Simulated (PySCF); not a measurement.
Orbital levels and atomic charges

System: C32H22OSi (O, S, Se, B, Si, P-doped PAH), SMILES C[Si]1(C)C=c2c(cc3ccc4cccc5c6c(c2c3c45)C=COC=6)-c2c1ccc1ccccc21.

Cartesian coordinates (Å):
```
  1 C     2.6098    4.1301    0.5124
  2 Si    2.0470    2.5967   -0.4682
  3 C     2.2209    2.9317   -2.3413
  4 C     0.3025    2.0966   -0.0270
  5 C    -0.0439    0.7922    0.0120
  6 C     0.9265   -0.2678   -0.2490
  7 C     0.5056   -1.3479   -0.9548
  8 C    -0.8664   -1.5493   -1.3046
  9 C    -1.2622   -2.5963   -2.1619
 10 C    -2.5797   -2.8221   -2.4268
 11 C    -3.5889   -2.0491   -1.8049
 12 C    -4.9521   -2.2692   -2.0624
 13 C    -5.9095   -1.5144   -1.4348
 14 C    -5.5493   -0.5362   -0.5105
 15 C    -4.2185   -0.2841   -0.2184
 16 C    -3.7898    0.6914    0.7743
 17 C    -2.3728    0.9897    0.9033
 18 C    -1.4370    0.3622    0.1162
 19 C    -1.8411   -0.7439   -0.7022
 20 C    -3.2161   -1.0238   -0.8973
 21 C    -2.0420    1.9224    1.9507
 22 C    -2.9988    2.4885    2.6979
 23 O    -4.3205    2.2554    2.5215
 24 C    -4.6616    1.3489    1.5805
 25 C     2.3240   -0.1454    0.1730
 26 C     3.0034    1.0534    0.0370
 27 C     4.3810    1.1082    0.3101
 28 C     5.0738    0.0013    0.7017
 29 C     4.3945   -1.2092    0.9490
 30 C     5.0766   -2.3359    1.4523
 31 C     4.4025   -3.4782    1.7788
 32 C     3.0084   -3.5249    1.6381
 33 C     2.3240   -2.4576    1.1241
 34 C     2.9940   -1.2815    0.7221
 35 H     2.5946    3.9504    1.5827
 36 H     3.6186    4.4217    0.2395
 37 H     1.9603    4.9752    0.3074
 38 H     1.8905    2.0739   -2.9198
 39 H     1.6204    3.7855   -2.6410
 40 H     3.2516    3.1393   -2.6137
 41 H    -0.4783    2.8381    0.0676
 42 H     1.2182   -2.0917   -1.2849
 43 H    -0.4968   -3.2112   -2.6152
 44 H    -2.8797   -3.6085   -3.1044
 45 H    -5.2329   -3.0405   -2.7647
 46 H    -6.9563   -1.6809   -1.6445
 47 H    -6.3337    0.0232   -0.0258
 48 H    -1.0061    2.1292    2.1584
 49 H    -2.8160    3.1773    3.5080
 50 H    -5.7310    1.2138    1.5520
 51 H     4.8940    2.0501    0.1788
 52 H     6.1417    0.0407    0.8638
 53 H     6.1463   -2.2674    1.5938
 54 H     4.9303   -4.3362    2.1705
 55 H     2.4726   -4.4109    1.9479
 56 H     1.2476   -2.5032    1.0526
```

Method: B3LYP/6-31G*, gas phase, PySCF, fitting set def2-universal-JFIT up to Ne and JKFIT beyond, grid level 1.

**Question.** Give the orbital energies near the gap.

**Answer.** 
```
orbital     eV
 HOMO-4  -6.40
 HOMO-3  -6.34
 HOMO-2  -6.07
 HOMO-1  -5.34
   HOMO  -4.36
   LUMO  -1.97
 LUMO+1  -1.11
 LUMO+2  -0.97
 LUMO+3  -0.38
```

**Question.** Give the partial charges of the non-hydrogen atoms.

**Answer.** 
```csv
atom,Mulliken,IAO,Hirshfeld
C1,-0.67,-0.70,-0.19
Si2,0.60,1.06,0.34
C3,-0.65,-0.70,-0.19
C4,-0.37,-0.47,-0.16
C5,0.05,0.03,0.01
C6,0.00,-0.02,0.00
C7,-0.26,-0.14,-0.04
C8,0.12,-0.02,-0.01
C9,-0.20,-0.14,-0.04
C10,-0.21,-0.16,-0.05
C11,0.15,0.01,0.00
C12,-0.21,-0.14,-0.04
C13,-0.12,-0.14,-0.04
C14,-0.23,-0.15,-0.05
C15,0.11,0.00,0.00
C16,0.06,-0.04,-0.01
C17,0.07,0.02,0.01
C18,-0.02,-0.04,-0.02
C19,0.04,0.01,0.00
C20,0.01,0.00,0.00
C21,-0.20,-0.18,-0.05
C22,0.07,0.05,0.04
O23,-0.40,-0.24,-0.07
C24,0.00,0.06,0.05
C25,0.00,0.01,0.01
C26,-0.08,-0.28,-0.10
C27,-0.19,-0.13,-0.04
C28,-0.17,-0.14,-0.05
C29,0.13,0.01,0.00
C30,-0.20,-0.14,-0.05
C31,-0.13,-0.14,-0.04
C32,-0.14,-0.15,-0.05
C33,-0.20,-0.14,-0.04
C34,0.10,0.00,0.01
```
